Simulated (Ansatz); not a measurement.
`CO[SiH](C)O` + H₂Se → `CO[SiH](C)[SeH]` + H₂O  (ligand exchange at the Si–O bond)

Program: Ansatz. Geometries: PBE0-D4/def2-TZVP. ΔE: electronic, gas phase. CCSD(T)/CBS adds triple-zeta CCSD(T) − MP2 to the extrapolated MP2 energy (def2 sets, frozen cores). This one scheme is used for every species. Functionals use def2-TZVPP. B3LYP here is the variant with VWN-RPA as its local correlation; programs differ in this. For Se outer-core shells are correlated without core-valence functions, which leaves a few kJ/mol of doubt a bond. Scalar relativity is left out up to krypton. One conformer a species, not always the lowest.

CCSD(T)/CBS gives +0.34 eV.

(1) Another level gave +0.28 eV. Which?
A. MP2/def2-TZVPP
B. HF/def2-TZVPP
C. PBE-D4/def2-TZVPP
D. B3LYP/def2-TZVPP

Largest T1 diagnostic among the species: 0.011.

## Answers

(1) C. PBE-D4 0.28, B3LYP 0.50, HF/def2-TZVPP 0.60, MP2/def2-TZVPP 0.36 eV.

The D4 term adds −0.09 eV with B3LYP and −0.05 eV with PBE0; it sums over pairs of atoms, weighted by their polarisabilities, and B3LYP, whose exchange is more repulsive, gets the larger term. In def2-TZVPP, CCSD(T) changes the Hartree–Fock value by −0.18 eV (the triples alone add −0.03 eV) and MP2 by −0.24 eV.
